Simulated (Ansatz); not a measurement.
Geometry optimisation, RKS PBE0/def2-SVP (Ansatz 0.2.0).

Input file:

```yaml
crystal:
  periodic: [false, false, false]
  atoms:
    - { symbol: B, position_ang: [0.0, 0.0, 0.0] }
    - { symbol: O, position_ang: [0.0, 0.0, 1.76] }
    - { symbol: H, position_ang: [-0.9095, -0.2814, 2.0971] }
    - { symbol: F, position_ang: [1.1431, 0.0, -0.66] }
    - { symbol: O, position_ang: [-1.2211, 0.0, -0.705] }
    - { symbol: H, position_ang: [-1.7308, -0.8467, -0.4965] }
    - { symbol: H, position_ang: [0.0668, 1.4124, 0.4698] }
    - { symbol: H, position_ang: [0.0544, 1.1498, 1.3187] }
basis:
  gaussian: { orbitals: def2-SVP }
hamiltonian:
  xc: pbe0
relax:
  f_tol: 0.15
  max_steps: 25
  restrain:
    - { distance: [0, 6], at: 1.19, k: 30.0 }
    - { distance: [7, 1], at: 1.01, k: 30.0 }
    - { distance: [0, 1], at: 2.61, k: 30.0 }
    - { distance: [7, 6], at: 1.86, k: 30.0 }
```

Command:

```bash
$ ansatz run input.yaml --threads 1 --pin off --max-ram 2048MiB --backend cpu --events-out ev --progress --plain --runs-dir out
```

Q: Where does it end, and by what steps?

A: It converged. The restraints hold the end off the free minimum. After 9 steps the energy has fallen by 2.600 eV (the restraints' own energy left out); H8 moved furthest, 0.57 Å. Parted: B1–O2, H7–H8. Joined: B1–H7.

| step | energy less start (eV) | largest force component (eV/Å) | accepted |
| --- | --- | --- | --- |
| 0 | 0.0000 | 4.013 | yes |
| 1 | -0.4907 | 5.243 | yes |
| 2 | -1.5267 | 3.797 | yes |
| 3 | -2.0643 | 0.874 | yes |
| 4 | -2.3156 | 2.356 | yes |
| 5 | -2.4614 | 1.352 | yes |
| 6 | -2.5598 | 1.134 | yes |
| 7 | -2.5798 | 0.946 | yes |
| 8 | -2.5909 | 0.764 | yes |
| 9 | -2.5995 | 0.842 | yes |

```xyz
8
Properties=species:S:1:pos:R:3
B -0.080 0.403 -0.363
O 0.021 0.032 2.215
H -0.925 -0.159 2.221
F 0.947 -0.311 -0.813
O -1.341 -0.051 -0.502
H -1.371 -0.930 -0.899
H 0.099 1.504 0.072
H 0.053 0.946 1.853
```

Whether the end is a true minimum wasn't checked by a vibrational analysis.

Time of the run: 20 s on 1 thread of AMD EPYC 7R43 64-Core Processor (Zen 3), on a shared host, peak memory 0.15 GiB.
